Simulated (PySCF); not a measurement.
Constitutional and geometric isomers with formula C2H2BN. Isolated molecules, 0 K electronic values unless said otherwise. Strings in code marks are SMILES.

Calculation: PBE-D3(BJ)/def2-TZVP // B3LYP-D3(BJ)/def2-TZVP (PySCF). Delta-SCF ions had no search for a lower state. Excitations are Tamm–Dancoff values on a coarser integration grid. The basis has no diffuse functions, so Rydberg states are missing or too high.

```
species     vertical ionisation energy (Delta-SCF) (eV)  T1 excitation (TDA) (eV)  LUMO (eV)
----------  -------------------------------------------  ------------------------  ---------
`C(#C)B=N`                                        10.19                         –      -1.73
`C(#C)N=B`                                         9.52                         –      -1.56
`N#CB=C`                                           9.76                      2.12      -3.98
`B=C=C=N`                                           ___                       ___      -2.67
`C(#N)C=B`                                         9.78                      2.41        ___
```

Fill in the missing entries.


- `B=C=C=N`, vertical ionisation energy (Delta-SCF) (eV): 9.32
- `B=C=C=N`, T1 excitation (TDA) (eV): 3.08
- `C(#N)C=B`, LUMO (eV): -3.67
